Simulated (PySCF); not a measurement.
Cl₂HSi, SMILES [SiH](Cl)Cl, multiplicity 2. Atoms are numbered in the order given.

```xyz
4

Cl     0.0245    -0.3750    -1.6787
Si    -0.1312     0.7860     0.0000
Cl     0.0245    -0.3750     1.6787
H      1.0050     1.7471     0.0000
```
Charge 0, spin multiplicity 2.

Geometry: PBE0-D3(BJ)/def2-TZVP. The isomer is the one that the SMILES or the coordinates give; other isomers of the formula were not compared.

These are TDA-LC-ωPBE/def2-SVPD run with PySCF 2.14.0 values and carry that method's errors.

Vertical excitations. The molecule is in vacuum.

Computed excitation energies, oscillator strengths and character:
```
state    energy (eV)  λ (nm)      f                                                                                         main pairs
-------  -----------  ------  -----  -------------------------------------------------------------------------------------------------
root 1          5.21     238  0.031                                                                                   α HOMO→LUMO 90 %
root 2          5.22     238  0.043                                                                                 α HOMO→LUMO+1 88 %
root 3          5.54     224  0.008                                                                                 β HOMO−1→LUMO 93 %
root 4          5.70     217  0.000                                                                                   β HOMO→LUMO 94 %
root 5          6.00     207  0.030                                                                                 β HOMO−2→LUMO 91 %
root 6          6.40     194  0.050                                                             α HOMO→LUMO+2 69 %, α HOMO→LUMO+3 18 %
root 7          6.63     187  0.030                                                                                 β HOMO−3→LUMO 89 %
root 8          7.22     172  0.056  α HOMO→LUMO+3 30 %, α HOMO→LUMO+4 18 %, α HOMO→LUMO+7 17 %, α HOMO→LUMO+2 16 %, β HOMO−4→LUMO 9 %
root 9          7.31     170  0.008                                                              α HOMO→LUMO+3 6 %, β HOMO−4→LUMO 72 %
root 10         7.68     161  0.011                                                                                 β HOMO−5→LUMO 85 %
```
Unrestricted roots are not spin-pure.
